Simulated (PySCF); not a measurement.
A PySCF script (with the pyscf-properties extension) for the NMR shieldings of `CCCC#CC[SiH2]C`, C7H14Si, on a GFN2-xTB geometry:

```python
import basis_set_exchange as bse
import numpy as np
from pyscf import gto, dft
from pyscf.prop import nmr

atoms = """
C    -1.978536    0.895172   -1.336659
C    -1.572898    2.055289   -0.436361
C    -1.516107    1.629935    1.035846
C    -0.463704    0.654723    1.255545
C     0.419272   -0.144520    1.395255
C     1.469213   -1.125786    1.539936
Si    1.592510   -2.240291   -0.012999
C     2.016457   -1.170054   -1.520868
H    -1.293931    0.059610   -1.204399
H    -2.982633    0.554590   -1.090167
H    -1.963964    1.196872   -2.381799
H    -2.290532    2.872196   -0.545574
H    -0.590620    2.427650   -0.737801
H    -2.475526    1.191504    1.328113
H    -1.335808    2.504930    1.668376
H     2.417676   -0.610384    1.712060
H     1.267396   -1.736521    2.422750
H     2.652532   -3.230262    0.226829
H     0.308107   -2.921449   -0.218356
H     2.983931   -0.687461   -1.408647
H     2.050333   -1.768324   -2.426769
H     1.276420   -0.388035   -1.667905
"""
names = dict.fromkeys(["C", "Si", "H"], "pcSseg-1")
basis = {el: gto.basis.parse(bse.get_basis(n, elements=[el], fmt="nwchem")) for el, n in names.items()}
mol = gto.M(atom=atoms, basis=basis, charge=0, verbose=0)
mf = dft.RKS(mol, xc="PBE0")
mf.grids.level = 2
mf.grids.alignment = dft.numint.BLKSIZE   # the property module wants whole blocks of grid points
mf.conv_tol = 1e-9
mf.kernel()

calc = nmr.RKS(mf)   # GIAO
C = mf.mo_coeff
Co = C[:, mf.mo_occ > 0]
resp = mf.gen_response(singlet=True, hermi=2)
def vind(x):   # induced exchange potential for any number of trial vectors
    d = np.einsum("pi,xij,qj->xpq", C, 2 * x.reshape(-1, C.shape[1], Co.shape[1]), Co, optimize=True)
    return np.einsum("xpq,pi,qj->xij", resp(d - d.transpose(0, 2, 1)), C, Co, optimize=True).ravel()
mo1, _ = nmr.rhf.solve_mo1(calc, with_cphf=vind)
sigma = calc.kernel(mo1)
for i, s in enumerate(sigma):   # ppm
    w = np.linalg.eigvalsh((s + s.T) / 2)
    print("%2d %-2s iso %8.1f  s11 %8.1f  s22 %8.1f  s33 %8.1f" % (i, mol.atom_pure_symbol(i), w.mean(), *w))
```

Q: Give the expected output.

A: 
```
 0 C  iso    171.3  s11    159.0  s22    169.5  s33    185.5
 1 C  iso    159.8  s11    153.0  s22    156.4  s33    170.2
 2 C  iso    163.4  s11    152.8  s22    163.4  s33    174.1
 3 C  iso    100.5  s11      7.8  s22     22.8  s33    270.9
 4 C  iso    102.1  s11     12.8  s22     25.3  s33    268.0
 5 C  iso    183.4  s11    175.1  s22    179.4  s33    195.7
 6 Si iso    390.4  s11    352.6  s22    395.1  s33    423.6
 7 C  iso    194.5  s11    189.3  s22    195.2  s33    198.9
 8 H  iso     30.0  s11     24.5  s22     29.5  s33     35.9
 9 H  iso     31.0  s11     27.4  s22     28.2  s33     37.4
10 H  iso     30.6  s11     26.7  s22     27.4  s33     37.6
11 H  iso     30.2  s11     25.0  s22     28.4  s33     37.2
12 H  iso     30.3  s11     27.2  s22     28.3  s33     35.3
13 H  iso     29.7  s11     25.2  s22     28.2  s33     35.7
14 H  iso     29.1  s11     23.2  s22     28.0  s33     36.1
15 H  iso     30.1  s11     25.2  s22     28.2  s33     36.8
16 H  iso     29.9  s11     24.0  s22     28.3  s33     37.3
17 H  iso     27.5  s11     23.8  s22     25.3  s33     33.3
18 H  iso     27.5  s11     24.7  s22     25.6  s33     32.2
19 H  iso     31.6  s11     27.5  s22     28.4  s33     38.9
20 H  iso     31.6  s11     27.3  s22     27.8  s33     39.7
21 H  iso     31.0  s11     25.2  s22     29.3  s33     38.4
```

These numbers come from an equivalent density-fitted implementation of the same equations, which agrees with the script to about 0.01 ppm for H and up to a few tenths of a ppm for heavy atoms, so last digits may differ.

Q: Turn these shieldings into chemical shifts. Scale: TMS for $^{13}$C (σref 186.93), $^{29}$Si (σref 349.16), $^{1}$H (σref 31.72) (reference shieldings calculated alike).

A: Averaging equivalent atoms: C 3: 86.4; C 4: 84.9; C 1: 27.1; C 2: 23.5; C 0: 15.6; C 5: 3.5; C 7: -7.5; Si 6: -41.3; H 17/18: 4.25; H 13/14: 2.29; H 15/16: 1.75; H 11/12: 1.48; H 8/9/10: 1.20; H 19/20/21: 0.31 ppm. 

Size and cost of the density-fitted run: 213 basis functions, 49 s wall time on 1 thread of an Arm Neoverse V1, shared host; peak memory 1 GiB.
